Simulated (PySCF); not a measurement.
This PySCF input asks for the NMR shieldings of SMILES C=C1CCC[C@@H](C[SiH3])C1, C$_{8}$H$_{16}$Si; the geometry comes from PBE0-D3(BJ)/def2-SVP.

```python
import basis_set_exchange as bse
import numpy as np
from pyscf import gto, dft
from pyscf.prop import nmr

atoms = """
C    -2.061623    1.518075    1.651942
C    -1.650749    0.782188    0.614339
C    -2.500146   -0.284019   -0.018300
C    -1.758826   -1.621597   -0.046804
C    -0.394136   -1.483069   -0.708845
C     0.469812   -0.415912   -0.034867
C     1.837236   -0.290595   -0.708080
Si    3.055229    0.911053    0.096225
C    -0.282328    0.922100    0.007335
H    -3.059049    1.389969    2.082412
H    -1.416053    2.277605    2.102440
H    -3.462885   -0.375822    0.507423
H    -2.726803    0.015158   -1.059338
H    -1.626503   -1.978769    0.989487
H    -2.364142   -2.382186   -0.565574
H     0.137450   -2.449348   -0.700458
H    -0.525250   -1.210836   -1.773308
H     0.627780   -0.731072    1.014250
H     2.329074   -1.278792   -0.733520
H     1.710923    0.009641   -1.764698
H     3.052535    0.737064    1.583431
H     4.436765    0.643988   -0.412113
H     2.724925    2.338519   -0.205217
H     0.297937    1.680491    0.557314
H    -0.383884    1.291013   -1.032032
"""
names = dict.fromkeys(["C", "Si", "H"], "pcSseg-1")
basis = {el: gto.basis.parse(bse.get_basis(n, elements=[el], fmt="nwchem")) for el, n in names.items()}
mol = gto.M(atom=atoms, basis=basis, charge=0, verbose=0)
mf = dft.RKS(mol, xc="GGA_XC_KT2")
mf.grids.level = 2
mf.grids.alignment = dft.numint.BLKSIZE   # the property module wants whole blocks of grid points
mf.conv_tol = 1e-9
mf.kernel()

calc = nmr.RKS(mf)   # GIAO
sigma = calc.kernel()   # uncoupled for a functional without exact exchange
for i, s in enumerate(sigma):   # ppm
    w = np.linalg.eigvalsh((s + s.T) / 2)
    print("%2d %-2s iso %8.1f  s11 %8.1f  s22 %8.1f  s33 %8.1f" % (i, mol.atom_pure_symbol(i), w.mean(), *w))
```

Q: What does it print?

A: 
```
 0 C  iso     77.3  s11     -8.9  s22    105.7  s33    135.1
 1 C  iso     35.7  s11    -74.1  s22     24.4  s33    156.7
 2 C  iso    144.2  s11    139.3  s22    139.8  s33    153.6
 3 C  iso    150.8  s11    145.2  s22    149.9  s33    157.3
 4 C  iso    141.2  s11    129.8  s22    135.7  s33    158.1
 5 C  iso    139.5  s11    131.5  s22    141.1  s33    145.8
 6 C  iso    165.0  s11    149.3  s22    153.1  s33    192.7
 7 Si iso    431.8  s11    399.0  s22    416.5  s33    479.9
 8 C  iso    137.1  s11    126.1  s22    134.1  s33    151.2
 9 H  iso     26.4  s11     23.6  s22     24.8  s33     30.8
10 H  iso     26.4  s11     23.7  s22     24.7  s33     30.8
11 H  iso     29.0  s11     25.1  s22     27.8  s33     34.2
12 H  iso     29.2  s11     26.4  s22     27.0  s33     34.1
13 H  iso     29.8  s11     26.0  s22     28.4  s33     34.9
14 H  iso     29.4  s11     24.3  s22     27.6  s33     36.2
15 H  iso     29.5  s11     24.8  s22     29.2  s33     34.4
16 H  iso     30.2  s11     26.5  s22     30.2  s33     33.9
17 H  iso     29.9  s11     26.8  s22     30.2  s33     32.8
18 H  iso     30.3  s11     24.8  s22     29.7  s33     36.4
19 H  iso     30.6  s11     26.5  s22     30.2  s33     35.1
20 H  iso     27.4  s11     24.2  s22     25.9  s33     32.0
21 H  iso     27.3  s11     23.9  s22     24.9  s33     33.0
22 H  iso     27.1  s11     23.5  s22     26.1  s33     31.8
23 H  iso     28.9  s11     23.6  s22     30.8  s33     32.2
24 H  iso     29.6  s11     26.6  s22     29.4  s33     32.8
```

These numbers come from an equivalent density-fitted implementation of the same equations, which agrees with the script to about 0.01 ppm for H and up to a few tenths of a ppm for heavy atoms, so last digits may differ.

Q: Turn these shieldings into chemical shifts. Shifts are taken against calculated references (same method and geometry level): TMS for 13C (183.22 ppm), 29Si (361.05 ppm), 1H (31.18 ppm).

A: Averaging equivalent atoms: C 1: 147.6; C 0: 105.9; C 8: 46.1; C 5: 43.8; C 4: 42.0; C 2: 39.0; C 3: 32.4; C 6: 18.2; Si 7: -70.7; H 9: 4.79; H 10: 4.78; H 20/21/22: 3.92; H 23: 2.30; H 11: 2.14; H 12: 2.02; H 14: 1.81; H 15: 1.71; H 24: 1.58; H 13: 1.40; H 17: 1.25; H 16: 0.98; H 18: 0.90; H 19: 0.55 ppm. 

Size and cost of the density-fitted run: 240 basis functions, 72 s wall time on 1 thread of an Arm Neoverse V2, shared host; peak memory 0.98 GiB.
